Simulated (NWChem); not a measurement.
Everything below was run with NWChem. System: H$_{3}$Ge (+1), charge 1, spin multiplicity 1, at a geometry optimised with PBE0/def2-SVP. The structure started from a generated list of species. Level: TD-PBE/def2-SVPD.

Job file:

```
start mol
memory heap 200 mb stack 900 mb global 1100 mb
charge 1
geometry units angstroms nocenter noautoz
  Ge     0.000000     0.000000    -0.000004
  H      0.000000     0.000000     1.526089
  H      1.321661     0.000000    -0.762981
  H     -1.321661     0.000000    -0.762981
  symmetry group C2v
end
basis spherical
  * library def2-svpd
end
dft
  xc xpbe96 cpbe96
  semidirect memsize 60000000 filesize 0
  iterations 100
end
tddft
  rpa
  nroots 6
  notriplet
  thresh 1e-4
end
task tddft energy
```

Output (cleaned and shortened):

```
             Northwest Computational Chemistry Package (NWChem) 7.3.0
             --------------------------------------------------------

                                NWChem Input Module
                                -------------------

 Scaling coordinates for geometry "geometry" by  1.889725989
 (inverse scale =  0.529177249)

 Turning off AUTOSYM since
 SYMMETRY directive was detected!

                             Geometry "geometry" -> ""
                             -------------------------

 Output coordinates in angstroms (scale by  1.889725989 to convert to a.u.)

  No.       Tag          Charge          X              Y              Z
 ---- ---------------- ---------- -------------- -------------- --------------
    1 Ge                  32.0000     0.00000000     0.00000000    -0.00000400
    2 H                    1.0000     0.00000000     0.00000000     1.52608900
    3 H                    1.0000     1.32166100     0.00000000    -0.76298100
    4 H                    1.0000    -1.32166100     0.00000000    -0.76298100

 Effective nuclear repulsion energy (a.u.)      33.8890618917

            Nuclear Dipole moment (a.u.)
            ----------------------------
        X                 Y               Z
 ---------------- ---------------- ----------------
     0.0000000000     0.0000000000    -0.0000018897

      Symmetry information
      --------------------

 Group name             C2v
 Group number             16
 Group order               4
 No. of unique centers     3

      Symmetry unique atoms

     1    2    3


 Summary of "ao basis" -> "" (spherical)
 ------------------------------------------------------------------------------
       Tag                 Description            Shells   Functions and Types
 ---------------- ------------------------------  ------  ---------------------
 *                         def2-svpd                  on all atoms

  pbe96 is a nonlocal functional; adding pw91lda local functional.

                                 NWChem DFT Module
                                 -----------------

 Summary of "ao basis" -> "ao basis" (spherical)
[...]
  Root   4 singlet b1             0.347201225 a.u.                9.4478 eV
  ----------------------------------------------------------------------------
     Transition Moments    X -0.66232   Y -0.00000   Z -0.00003
     Transition Moments   XX  0.00008  XY  0.00000  XZ  1.95160
     Transition Moments   YY -0.00000  YZ -0.00000  ZZ -0.00008
     Dipole Oscillator Strength                    0.1015375440
     Electric Quadrupole                           0.0000008489
     Magnetic Dipole                               0.0000000000
     Total Oscillator Strength                     0.1015383929

          sigma_e =   2.0399 Angstrom
          sigma_h =   1.4798 Angstrom
         |d_h->e| =   0.6087 Angstrom
            d_exc =   2.6583 Angstrom
            d_CD1 =   1.1689 Angstrom
            d_CD2 =  -1.1511 Angstrom
            d_CD3 =   3.2670 Angstrom
     Pearson C.C. =  -0.0571

     Occ.   15  a1  ---  Virt.   21  b1   0.06476 X
     Occ.   16  b1  ---  Virt.   19  a1  -0.90975 X
     Occ.   16  b1  ---  Virt.   20  a1  -0.28237 X
     Occ.   16  b1  ---  Virt.   22  a1   0.06438 X
     Occ.   16  b1  ---  Virt.   27  a1   0.06303 X
     Occ.   17  a1  ---  Virt.   21  b1  -0.28238 X
  ----------------------------------------------------------------------------
  Root   5 singlet b1             0.385385929 a.u.               10.4869 eV
  ----------------------------------------------------------------------------
     Transition Moments    X -0.00001   Y  0.00000   Z -0.00000
     Transition Moments   XX  0.00000  XY  0.00000  XZ  0.00015
     Transition Moments   YY  0.00000  YZ  0.00000  ZZ -0.00000
     Dipole Oscillator Strength                    0.0000000000
     Electric Quadrupole                           0.0000000000
     Magnetic Dipole                               0.0000107378
     Total Oscillator Strength                     0.0000107378

          sigma_e =   2.0186 Angstrom
          sigma_h =   1.5395 Angstrom
         |d_h->e| =   0.0000 Angstrom
            d_exc =   2.4482 Angstrom
            d_CD1 =   0.4791 Angstrom
            d_CD2 =  -1.7790 Angstrom
            d_CD3 =   2.4483 Angstrom
     Pearson C.C. =   0.0725

     Occ.   16  b1  ---  Virt.   20  a1  -0.70701 X
     Occ.   17  a1  ---  Virt.   21  b1   0.70691 X
  ----------------------------------------------------------------------------
  Root   6 singlet a1             0.398688009 a.u.               10.8489 eV
  ----------------------------------------------------------------------------
     Transition Moments    X  0.00000   Y -0.00000   Z  0.00070
     Transition Moments   XX  0.94023  XY  0.00000  XZ -0.00000
     Transition Moments   YY -0.26087  YZ -0.00000  ZZ  0.94149
     Dipole Oscillator Strength                    0.0000001288
     Electric Quadrupole                           0.0000001625
     Magnetic Dipole                               0.0000000000
     Total Oscillator Strength                     0.0000002912

          sigma_e =   2.0849 Angstrom
          sigma_h =   1.5290 Angstrom
         |d_h->e| =   0.0001 Angstrom
            d_exc =   2.7664 Angstrom
            d_CD1 =   0.5560 Angstrom
            d_CD2 =  -1.8068 Angstrom
            d_CD3 =   2.7665 Angstrom
     Pearson C.C. =  -0.1519

     Occ.   15  a1  ---  Virt.   19  a1  -0.17911 X
     Occ.   16  b1  ---  Virt.   21  b1   0.69201 X
     Occ.   16  b1  ---  Virt.   29  b1  -0.05213 X
     Occ.   17  a1  ---  Virt.   20  a1   0.69219 X
     Occ.   17  a1  ---  Virt.   28  a1   0.05218 X

              Target root =      1
          Target symmetry = none
      Ground state energy =  -2077.864414130097
        Excitation energy =      0.187025608949
     Excited state energy =  -2077.677388521148

  stored tddft:energy   -2077.6773885211483

 Task  times  cpu:       36.8s     wall:       36.8s

 Total times  cpu:       36.9s     wall:       36.9s
```
